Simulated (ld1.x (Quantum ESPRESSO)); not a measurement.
What one change does to a pseudopotential (gold (Au), TM)

Au (Z = 79), norm-conserving Troullier–Martins (Kleinman–Bylander form), made with ld1.x (Quantum ESPRESSO) 7.5 (LDA (PZ), scalar-relativistic). Core [Kr] 4d10 4f14, reference 5s2 5p6 5d10 6s0 6p0 (charge +1). Waves: 5s (bound): rc 1.65 bohr; 5p (bound): rc 1.75 bohr; 5d (bound): rc 1.75 bohr. Local part: all-electron potential smoothed inside 1.60 bohr (lloc = -1). Core correction: a·sin(br)/r model core, default radius (core density twice the valence density).

Change: local potential all-electron potential smoothed inside 1.24 bohr (lloc = -1).

Cutoffs: the cutoffs (Ry, on a coarse ladder) from which the occupation-weighted sum of valence levels, in a spherical-Bessel basis at the reference potential, stays within 10 and 1 mRy of its value at 400 Ry; they do not see the model core or the augmentation charge, which bear on the density cutoff. Errors are all-electron minus pseudo energies relative to the spin-unpolarised reference configuration.

Problem. What does the change do?

Solution. The potential gets neither clearly harder nor softer (50 Ry and 80 Ry → 50 Ry and 80 Ry); a bound ghost appears in s, which as a rule spoils a file; the number of tests that count goes from 9 to 4; of the 4 tests that both files solve, the error grows in 1 and shrinks in 3 by more than 15 % and 0.3 meV (median size 6.6 → 1.8 meV); the range in which the s phases agree narrows (upper end -1.6 → -4.0). In the separable form a ghost depends on how the local part lies against the semilocal potential of the channel, so the choice of the local part can create or remove one.

| quantity | base | changed |
| --- | --- | --- |
| cutoff, loose | 50 Ry | 50 Ry |
| cutoff, tight | 80 Ry | 80 Ry |
| bound ghosts | none | s |
| tests counted (converged, no solver errors) | 9 of 9 | 4 of 9 |
| error for 5s2 5p6 5d9 6s0 6p0, meV [ΔE 21.50 eV] | -2.7 | -1.6 |
| error for 5s2 5p6 5d8 6s0 6p0, meV [ΔE 55.67 eV] | -11 | -2.9 |
| error for 5s2 5p6 5d7 6s0 6p0, meV [ΔE 103.67 eV] | -29 | -1.8 |
| error for 5s2 5p6 5d9 6s0 6p0 (spin-polarised), meV [ΔE 21.36 eV] | +0.3 | +1.8 |
| s: phases at 1.89 bohr within 0.05 rad from the reference energy up to (Ry; the scan ends near 5) | -1.6 | -4.0 |
| p: phases at 1.89 bohr within 0.05 rad from the reference energy up to (Ry; the scan ends near 5) | -0.1 | -0.0 |
| d: phases at 1.89 bohr within 0.05 rad from the reference energy up to (Ry; the scan ends near 5) | 4.7 | 4.6 |

Changed file: The cutoffs count occupied waves only; the empty 6s level needs 90 Ry at the loose tolerance. Tests not counted: 5s2 5p6 5d10 6s1 6p0 (solver errors, printed error -3.7 eV); 5s2 5p5 5d10 6s1 6p0 (solver errors, printed error -4.3 eV); 5s2 5p6 5d10 6s0.5 6p0 (solver errors, printed error -955 meV); 5s1 5p6 5d10 6s1 6p0 (solver errors, printed error -4.7 eV); 5s2 5p6 5d10 6s1 6p0 (spin-polarised) (solver errors, printed error -3.6 eV). A true bound ghost makes a file unfit for plane-wave use even where its test errors are small: the radial tests pick states by their node count and pass the ghost by. Where a test does run into it, the solver fails or the error is huge.
